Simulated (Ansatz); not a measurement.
`c1cc2sc(-c3cc4sc(-c5cc6sccc6s5)cc4s3)cc2s1`. Charge 0, multiplicity 1. Geometry r2SCAN-D4/def2-SVP; atoms count from 1.

Cartesian coordinates in Å:
```
C -1.9356 -5.1958 -6.2358
C -1.5549 -3.8771 -6.3405
C -1.3064 -3.3198 -5.0585
S -0.8135 -1.7670 -4.4671
C -0.8670 -2.3348 -2.7993
C -0.5326 -1.4355 -1.7272
C -0.1491 -0.1013 -1.8075
C 0.0969 0.4487 -0.5316
S 0.5901 2.0020 0.0596
C 0.5349 1.4347 1.7271
C 0.8688 2.3342 2.7993
C 1.2549 3.6659 2.7183
C 1.5010 4.2171 3.9972
S 1.9977 5.7669 4.5953
C 1.9354 5.1960 6.2357
C 1.5542 3.8774 6.3405
C 1.3057 3.3201 5.0585
S 0.8087 1.7684 4.4675
C 0.1499 0.1010 1.8075
C -0.0955 -0.4491 0.5316
S -0.5903 -2.0020 -0.0594
C -1.2544 -3.6661 -2.7183
C -1.5001 -4.2174 -3.9973
S -1.9953 -5.7677 -4.5956
H -2.1911 -5.8813 -7.0443
H -1.4617 -3.3441 -7.2879
H -0.0552 0.4362 -2.7530
H 1.3518 4.2029 1.7727
H 2.1895 5.8821 7.0441
H 1.4587 3.3450 7.2881
H 0.0548 -0.4364 2.7529
H -1.3505 -4.2032 -1.7728
```

Single mean-field runs in def2-TZVP are fitted with def2-universal-jkfit.

Question: Estimate the Mulliken populations of the heavy atoms from the PBE0/def2-TZVP orbitals of Ansatz.

Answer: 
```
atom  charge (e)
  C1       -0.15
  C2       -0.26
  C3        0.04
  S4        0.01
  C5        0.10
  C6        0.13
  C7       -0.37
  C8        0.11
  S9        0.01
 C10        0.13
 C11        0.10
 C12       -0.33
 C13        0.09
 S14        0.05
 C15       -0.15
 C16       -0.26
 C17        0.04
 S18        0.01
 C19       -0.37
 C20        0.11
 S21        0.01
 C22       -0.33
 C23        0.09
 S24        0.05
```
Mulliken values depend strongly on the basis.

Question: And the Mayer bond orders between heavy atoms (over 0.3)?

Answer: C1–C2 1.70 (1.38 Å); C1–S24 1.21 (1.74 Å); C2–C3 1.21 (1.42 Å); C3–S4 1.22 (1.73 Å); C3–C23 1.36 (1.40 Å); S4–C5 1.24 (1.76 Å); C5–C6 0.98 (1.44 Å); C5–C22 1.50 (1.39 Å); C6–C7 1.50 (1.39 Å); C6–S21 1.24 (1.76 Å); C7–C8 1.24 (1.41 Å); C8–S9 1.23 (1.73 Å); C8–C20 1.34 (1.40 Å); S9–C10 1.24 (1.76 Å); C10–C11 0.98 (1.44 Å); C10–C19 1.50 (1.39 Å); C11–C12 1.50 (1.39 Å); C11–S18 1.24 (1.76 Å); C12–C13 1.24 (1.41 Å); C13–S14 1.24 (1.73 Å); C13–C17 1.36 (1.40 Å); S14–C15 1.21 (1.74 Å); C15–C16 1.70 (1.38 Å); C16–C17 1.21 (1.42 Å); C17–S18 1.22 (1.73 Å); C19–C20 1.24 (1.41 Å); C20–S21 1.23 (1.73 Å); C22–C23 1.24 (1.41 Å); C23–S24 1.24 (1.73 Å).
